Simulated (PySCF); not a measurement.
Scan of H2N (cation, charge +1), triplet: symmetric bend, bond length relaxed. Scanned: H-N-H angle. Other coordinates (N-H bond length) were minimised at PBE0/def2-TZVP.

Methods: PBE = PySCF 2.14.0 with unrestricted PBE/cc-pVTZ; M06-2X = unrestricted M06-2X/cc-pVTZ in PySCF 2.14.0; CCSD(T) on UHF/cc-pVTZ, 1 core orbital frozen (PySCF).

Energies relative to the lowest point of each profile, in mEh; the last columns give the difference from CCSD(T):

```tsv
a / °	PBE	M06-2X	CCSD(T)	PBE − CCSD(T)	M06-2X − CCSD(T)
180	0.7	1.3	1.1	-0.4	0.2
170	0.4	0.9	0.8	-0.4	0.1
160	0.0	0.3	0.2	-0.2	0.1
150	0.0	0.0	0.0	0.0	0.0
140	1.2	1.0	1.1	0.2	0.0
130	4.6	4.3	4.4	0.2	-0.1
120	11.0	10.8	10.9	0.1	-0.2
110	21.1	21.1	21.4	-0.2	-0.2
100	35.7	36.1	36.4	-0.7	-0.3
90	55.4	56.4	56.8	-1.4	-0.4
```

PBE is furthest from CCSD(T) at 90 (-1.4 mEh, below); its mean absolute difference over the points is 0.4 mEh.

M06-2X is furthest from CCSD(T) at 90 (-0.4 mEh, below); its mean absolute difference over the points is 0.2 mEh.

The scan ran from 180.0 to 60.0; beyond the range shown the relaxed coordinates jump or full CI changes its symmetry label.
